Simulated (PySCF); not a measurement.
## Electron correlation in Cu (copper, neutral)

Starting occupation: [Ar] 3d10 4p1, 4p3/2 with m_j = +3/2. Calculation: PySCF 2.14, in x2c-TZVPall-2c (6s7p4d1f, 54 functions); X2C-1e with screened-nucleus spin-orbit coupling, Gaussian nucleus. Frozen: [Ne]; 19 electrons correlated; the 6 highest virtual spinors left out.

MP2 pair energies summed by pair of shells (mhartree):

| pair | energy | share (%) |
| --- | --- | --- |
| 3d3/2-3d5/2 | -199.75 | 28.9 |
| 3d5/2-3d5/2 | -134.42 | 19.5 |
| 3d5/2-3p3/2 | -69.93 | 10.1 |
| 3d3/2-3d3/2 | -54.53 | 7.9 |
| 3d3/2-3p3/2 | -47.96 | 6.9 |
| 3d5/2-3p1/2 | -36.32 | 5.3 |
| 3d5/2-3s1/2 | -26.45 | 3.8 |
| 3d3/2-3p1/2 | -22.43 | 3.2 |
| 3p1/2-3p3/2 | -21.44 | 3.1 |
| 3p3/2-3p3/2 | -20.46 | 3.0 |
| 3d3/2-3s1/2 | -17.57 | 2.5 |
| 3p3/2-3s1/2 | -12.22 | 1.8 |
| 3d5/2-4p3/2 | -7.61 | 1.1 |
| 3p1/2-3s1/2 | -6.15 | 0.9 |
| 3p1/2-3p1/2 | -4.90 | 0.7 |
| 3d3/2-4p3/2 | -4.35 | 0.6 |
| 3s1/2-3s1/2 | -2.94 | 0.4 |
| 3p3/2-4p3/2 | -0.62 | 0.1 |
| 3p1/2-4p3/2 | -0.31 | 0.0 |
| 3s1/2-4p3/2 | -0.14 | 0.0 |

Total MP2 correlation energy: -690.53 mhartree.

This basis was not built for core-valence correlation, so the inner-shell part is incomplete.
